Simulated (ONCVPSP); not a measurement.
An all-electron radial function and its pseudo partner (manganese (Mn))

Columns: radius, all-electron u(r) and pseudo u(r) of the 3p shell (level -90.29 eV) of manganese in the configuration [Ne] 3s2 3p6 3d4; PBE, scalar-relativistic, ONCV scheme, ONCVPSP 4.0.1.

```
r (bohr)  all-electron  pseudo
   0.078       -0.4114  0.0323
   0.155       -0.5964  0.1233
   0.232       -0.3934  0.2624
   0.310       -0.0128  0.4349
   0.388        0.3790  0.6188
   0.465        0.6986  0.7916
   0.542        0.9278  0.9386
   0.620        1.0700  1.0494
   0.698        1.1356  1.1154
   0.775        1.1435  1.1365
   0.852        1.1113  1.1178
   0.930        1.0515  1.0657
   1.008        0.9757  0.9905
   1.085        0.8928  0.9037
   1.162        0.8076  0.8134
   1.240        0.7227  0.7247
   1.318        0.6417  0.6419
   1.395        0.5670  0.5669
   1.472        0.4984  0.4983
   1.550        0.4353  0.4352
   1.628        0.3787  0.3786
   1.705        0.3289  0.3289
   1.782        0.2849  0.2849
   1.860        0.2456  0.2456
   1.938        0.2113  0.2112
   2.015        0.1817  0.1817
```

Problem. How many radial nodes do the two functions have?

Solution. The all-electron 3p function has n − l − 1 = 1; the pseudo-wave has 0, since the states of the same l below it are removed with the core.

Problem. At about which radius was the pseudo-wave matched?

Solution. 1.45 bohr. The columns agree to 0.0005 from 1.32 bohr on; several derivatives are matched, so the curves merge somewhat inside the radius.

Problem. Is the pseudo-wave norm-conserving?

Solution. Yes: the ONCV scheme keeps the norm inside the radius equal to the all-electron one, which fixes the energy derivative of the logarithmic derivative at the level.
